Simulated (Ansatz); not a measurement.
A nudged elastic band was laid between two geometries of H₃NOSiZn (7 atoms, charge 0, multiplicity 1).

All numbers below come from RKS PBE0-D4/def2-SVP in Ansatz.

```json
{"movable images": "7", "climbing image": "yes", "spring": "5.0 eV/Å²", "optimiser": "quadratic models (default)", "start path": "through a guess of the saddle point", "force threshold": "0.05 eV/Å", "iteration limit": "60", "end points": "relaxed"}
```

First end point:

```xyz
7
Properties=species:S:1:pos:R:3
N -0.447 0.964 -0.295
Si 0.807 -0.047 0.179
O 0.688 -1.567 0.412
Zn -1.288 -2.750 0.218
H -0.356 1.963 -0.441
H -1.384 0.606 -0.456
H 2.040 0.763 0.336
```

Last end point:

```xyz
7
Properties=species:S:1:pos:R:3
N 0.053 0.949 -0.126
Si 1.534 -0.662 -0.571
O 0.602 -1.809 -0.088
Zn -1.448 -2.056 0.847
H -0.723 0.414 0.289
H -0.308 1.441 -0.945
H 0.351 1.655 0.549
```

Which bonds break or form, and what moves?

Bonds broken: Si2–H7. Bonds formed: N1–H7.

What energy profile does the band end with?

The run converged. The highest image is number 5 of 0 to 8, 2.72 eV above the first end and 2.27 eV above the last; the last end lies 0.45 eV above the first. The profile has 2 maxima (images 2, 5) with wells between them (image 3): this band takes more than one step, which may be the mechanism or a detour left from its start path. Neighbouring images differ by up to 2.6 eV, so the band resolves the path poorly. A vibrational analysis at the climbing image gives one clearly imaginary mode, 1542i cm⁻¹: a first-order saddle point. The orbitals stay closed-shell, which can raise the energy where a bond breaks towards radicals; this wasn't checked here.

```
image  path coordinate (Å)  energy (eV)  Si2–H7 (Å)  N1–H7 (Å)
    0                 0.00         0.00        1.48       2.57
    1                 1.27         0.17        1.48       2.59
    2                 2.54         0.53        1.48       2.64
    3                 3.81         0.00        1.48       2.57
    4                 5.08         0.08        1.47       2.46
    5                 6.36         2.72        1.65       1.47
    6                 7.17         0.63        2.45       1.03
    7                 7.99         0.47        2.76       1.02
    8                 8.80         0.45        2.83       1.02
```

What is the geometry of the highest image?


```xyz
7
Properties=species:S:1:pos:R:3:forces:R:3
N -0.224 1.002 -0.353 0.00 0.00 0.00
Si 0.938 -0.434 -0.535 0.00 0.00 0.00
O 0.233 -1.769 -0.097 0.00 0.00 0.00
Zn -0.756 -2.687 1.483 0.00 0.00 0.00
H -1.181 1.017 0.022 0.00 0.00 0.00
H -0.025 1.843 -0.898 0.00 0.00 0.00
H 1.076 0.961 0.332 0.00 0.00 0.00
```

Time of the run: 8 min on 2 threads of Arm Neoverse V2, with other jobs on the host, peak memory 0.21 GiB.
